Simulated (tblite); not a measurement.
Species: C₄H₉BOS.
Bonds: C1–S2, S2–B3, B3–C4, C4–C5, C5–O6, O6–C7, B3–C7. Hydrogens: H8, H9, H10 on C1; H11, H12 on C4; H13, H14 on C5; H15, H16 on C7.

Computed with GFN2-xTB (tblite), gas phase: L-BFGS steps from a force-field or distance-geometry start until the largest atomic force falls under 0.01 eV/Å.

The end geometry, which sets the zero of energy:
```
atom  x, y, z in Å
C1      2.7888    0.1015    0.5567
S2      1.6287   -1.2996    0.3564
B3      0.1049   -0.5037   -0.0014
C4     -1.2893   -1.1957   -0.2936
C5     -2.2544    0.0011   -0.2046
O6     -1.5359    1.1675   -0.5545
C7     -0.1917    1.0561   -0.0849
H8      2.4378    0.7539    1.3491
H9      2.8628    0.6454   -0.3792
H10     3.7522   -0.3223    0.8195
H11    -1.3076   -1.6111   -1.3044
H12    -1.5865   -1.9982    0.3797
H13    -3.1036   -0.0637   -0.8865
H14    -2.6337    0.0956    0.8256
H15     0.4299    1.6367   -0.7730
H16    -0.1100    1.5456    0.9019
```

**Question.** These geometries come from the run, each turned onto the end geometry. Order them by energy, lowest first.
A.
```
atom  x, y, z in Å
C1      2.8599   -0.3486    0.3101
S2      1.4605   -0.4369    1.4735
B3      0.0748    0.0053    0.3534
C4     -0.9345   -0.9971   -0.3374
C5     -2.2148   -0.1390   -0.3311
O6     -1.8343    1.2203   -0.4392
C7     -0.5928    1.4346    0.2336
H8      2.9602    0.6539   -0.0820
H9      2.7189   -1.0558   -0.4955
H10     3.7407   -0.6125    0.8789
H11    -0.6468   -1.2170   -1.3702
H12    -1.0893   -1.9626    0.1489
H13    -2.9052   -0.3257   -1.1554
H14    -2.7461   -0.2990    0.6198
H15    -0.0744    2.2166   -0.3307
H16    -0.7843    1.8727    1.2298
```
B.
```
atom  x, y, z in Å
C1      2.8011    0.0984    0.5494
S2      1.6301   -1.2909    0.3277
B3      0.1061   -0.4950   -0.0350
C4     -1.2886   -1.1896   -0.3313
C5     -2.2615   -0.0101   -0.1567
O6     -1.5657    1.1760   -0.4861
C7     -0.2023    1.0636   -0.0796
H8      2.3272    0.8941    1.1123
H9      3.1145    0.4573   -0.4249
H10     3.6543   -0.2926    1.0919
H11    -1.3305   -1.5500   -1.3620
H12    -1.5611   -2.0316    0.3021
H13    -3.1353   -0.0585   -0.8088
H14    -2.6048    0.0415    0.8890
H15     0.3836    1.6560   -0.7889
H16    -0.0747    1.5406    0.9079
```
C.
```
atom  x, y, z in Å
C1      2.8985    0.0624    0.3459
S2      1.6476   -1.2487    0.0989
B3      0.0946   -0.4304    0.0564
C4     -1.2884   -1.1678   -0.1767
C5     -2.2899   -0.0113   -0.3544
O6     -1.6046    1.2335   -0.3019
C7     -0.2777    1.1041    0.2085
H8      2.4469    0.9556    0.7597
H9      3.3554    0.2846   -0.6134
H10     3.6532   -0.3243    1.0242
H11    -1.2915   -1.8265   -1.0447
H12    -1.5672   -1.7918    0.6761
H13    -2.7888   -0.0538   -1.3275
H14    -3.0607   -0.0231    0.4269
H15     0.3300    1.8308   -0.3402
H16    -0.2649    1.4157    1.2691
```
D.
```
atom  x, y, z in Å
C1      2.8057    0.0963    0.5328
S2      1.6246   -1.2919    0.3514
B3      0.1023   -0.4930   -0.0015
C4     -1.2865   -1.1924   -0.3057
C5     -2.2581   -0.0026   -0.1995
O6     -1.5473    1.1682   -0.5494
C7     -0.2107    1.0653   -0.0577
H8      2.3965    0.8516    1.1950
H9      3.0133    0.5172   -0.4463
H10     3.7132   -0.3225    0.9549
H11    -1.2980   -1.5938   -1.3231
H12    -1.5800   -2.0077    0.3548
H13    -3.1176   -0.0651   -0.8679
H14    -2.6222    0.0806    0.8376
H15     0.4152    1.6744   -0.7154
H16    -0.1580    1.5245    0.9465
```
E.
```
atom  x, y, z in Å
C1      2.9157    0.0762    0.2636
S2      1.6377   -1.2313    0.4795
B3      0.0792   -0.4478    0.1704
C4     -1.2915   -1.1706   -0.1848
C5     -2.2691    0.0083   -0.4208
O6     -1.5700    1.2467   -0.3133
C7     -0.2991    1.0784    0.3085
H8      2.5342    1.0296    0.5887
H9      3.1989    0.0991   -0.7816
H10     3.7759   -0.1902    0.8611
H11    -1.2282   -1.8105   -1.0679
H12    -1.6744   -1.7909    0.6228
H13    -2.6962    0.0054   -1.4253
H14    -3.0985   -0.0101    0.3062
H15     0.3701    1.8402   -0.0913
H16    -0.3923    1.2768    1.3908
```

**Answer.** D (0.004 eV), B (0.009 eV), C (0.090 eV), E (0.168 eV), A (0.686 eV).

In the order of the answer:

```json
{"step": "136", "E above end (eV)": "0.004", "largest force (eV/Å)": "0.03", "rms force component (eV/Å)": "0.012", "rms distance from end (Å)": "0.084", "rms bond change (Å)": "0.001", "bond most changed (Å)": "C1–S2 +0.002"}
{"step": "113", "E above end (eV)": "0.009", "largest force (eV/Å)": "0.06", "rms force component (eV/Å)": "0.018", "rms distance from end (Å)": "0.141", "rms bond change (Å)": "0.001", "bond most changed (Å)": "B3–C4 +0.002"}
{"step": "78", "E above end (eV)": "0.090", "largest force (eV/Å)": "0.14", "rms force component (eV/Å)": "0.031", "rms distance from end (Å)": "0.396", "rms bond change (Å)": "0.003", "bond most changed (Å)": "C5–O6 +0.008"}
{"step": "64", "E above end (eV)": "0.168", "largest force (eV/Å)": "0.23", "rms force component (eV/Å)": "0.100", "rms distance from end (Å)": "0.486", "rms bond change (Å)": "0.007", "bond most changed (Å)": "S2–B3 +0.016"}
{"step": "12", "E above end (eV)": "0.686", "largest force (eV/Å)": "0.18", "rms force component (eV/Å)": "0.072", "rms distance from end (Å)": "0.847", "rms bond change (Å)": "0.020", "bond most changed (Å)": "S2–B3 +0.080"}
```

What follows is the cost of the whole relaxation. Time: 1.6 s of wall time. Hardware: an Arm Neoverse N1 with one thread, shared host with 64 logical CPUs at a one-minute load of 54.
